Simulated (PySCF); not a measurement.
Fe⁺: ionisation energy

Fe⁺ [Ar] 3d6 4s1 (6D) → Fe²⁺ [Ar] 3d6 (5D), as a difference of total energies. All numbers are calculated (PySCF 2.14, scalar relativity by spin-free X2C-1e, in x2c-TZVPPall (6s5p4d2f1g, 64 functions)). Correlated levels: valence and next inner shell: [Ne] frozen. The calculations carry no spin-orbit coupling.

| method | ionisation energy (eV) | error (eV) |
| --- | --- | --- |
| UHF | 15.303 | -0.896 |
| MP2 (valence and next inner shell) | 16.131 | -0.068 |
| SCS-MP2 (valence and next inner shell) | 15.893 | -0.306 |
| CCSD (valence and next inner shell) | 16.059 | -0.140 |
| CCSD(T) (valence and next inner shell) | 16.111 | -0.088 |

Reference: 16.199 eV (measured; NIST Atomic Spectra Database, ionization energies).

Errors of the correlated levels include the incompleteness of this basis and the frozen core.
